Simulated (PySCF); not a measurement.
## CoO⁻: from constants to spectrum

ROHF-MP2 constants of CoO⁻, ⁵Δ (quintet), unpaired electrons σ ↑, π ↑↑, δ ↑ (PySCF, no relativity, basis sets Co def2-TZVPPD, O def2-TZVPPD; masses 58.9332 and 15.9949 u):

| Item | Value |
| --- | --- |
| ωe | 711.5 cm⁻¹ |
| ωexe | 4.03 cm⁻¹ |
| Be | 0.4696 cm⁻¹ |
| αe | 0.00355 cm⁻¹ |
| D (centrifugal) | 8.18e-07 cm⁻¹ |

Problem. Give the vibrational terms G(v) and spacings up to v = 6.

Solution. G(v) = ωe(v+½) − ωexe(v+½)².

| v | G(v) (cm⁻¹) | G(v) − G(v−1) | Bv (cm⁻¹) |
| --- | --- | --- | --- |
| 0 | 355 |  | 0.4678 |
| 1 | 1058 | 703 | 0.4643 |
| 2 | 1754 | 695 | 0.4607 |
| 3 | 2441 | 687 | 0.4572 |
| 4 | 3120 | 679 | 0.4536 |
| 5 | 3791 | 671 | 0.4501 |
| 6 | 4454 | 663 | 0.4465 |

Correlated steps freeze 6 core orbitals. With d or f electrons several states lie close, and the lowest PBE0 determinant need not be the measured ground state.
